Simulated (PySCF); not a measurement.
C₆ coefficients of unlike pairs at M06

Calculated with PySCF 2.14 from the dipole response of each species, C₆(A,B) = (3/π) ∫ α_A(iu) α_B(iu) du, in atomic units, from isotropic polarisabilities. For ions this is the dispersion term alone; charge-induced terms of lower order in 1/R come first.

| species | configuration | basis | relativity | α (bohr³) | C₆ (like pair) |
| --- | --- | --- | --- | --- | --- |
| B²⁺ | [He] 2s1 (2S) | def2-TZVPPD (6s3p3d1f) | none | 7.050 | 8.785 |
| F⁺ | [He] 2s2 2p4 (3P) | aug-cc-pVTZ with one added diffuse shell each of s, p, d, f type (6s5p4d3f) | none | 1.830 | 3.370 |
| In | [Kr] 4d10 5s2 5p1 (2P) | aug-cc-pwCVTZ-DK3 with one added diffuse shell each of s, p, d, f type (11s10p8d5f1g) | spin-free X2C | 80.10 | 754.6 |
| Ne | [Ne] (1S) | aug-cc-pVQZ (6s5p4d3f2g) | none | 2.685 | 6.429 |

(1) Estimate C₆ for In with F⁺.

No spin-orbit coupling is included.

The other pairs:

| pair | C₆ |
| --- | --- |
| In, B²⁺ | 80.62 |
| Ne, In | 52.45 |
| Ne, B²⁺ | 5.753 |
| F⁺, B²⁺ | 4.021 |
| Ne, F⁺ | 4.649 |

## Answers

(1) The integral gives 36.76. The combination rule 2 C_A C_B / (C_A α_B/α_A + C_B α_A/α_B) gives 30.87 and the geometric mean 50.43.
